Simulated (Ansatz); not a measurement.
```yaml
atoms:
  - { symbol: S, position_ang: [0.0000, 0.0000, -0.0957] }
  - { symbol: H, position_ang: [0.0000, 0.8938, 0.7656] }
  - { symbol: H, position_ang: [0.0000, -0.8938, 0.7656] }
```

Basis set: cc-pVDZ (spherical functions). Frozen core: 5 orbitals. Charge 0, multiplicity 1.

Computed with Ansatz (development build ahead of 0.2.0); each method stands on the lowest determinant of its kind that the runs found. Restricted open shells among the atoms or ions are ROHF, correlated in semicanonical orbitals with singles.

The atomization energy at this shape (free ground-state atoms in the same class of orbitals less the molecule, no zero-point energy) of singlet H₂S:

```csv
method,atomization energy
RHF-MP2,6.68 eV
```

(1) What does RHF give?

## Answers

(1) 5.19 eV. Caution: the shape is not the minimum.
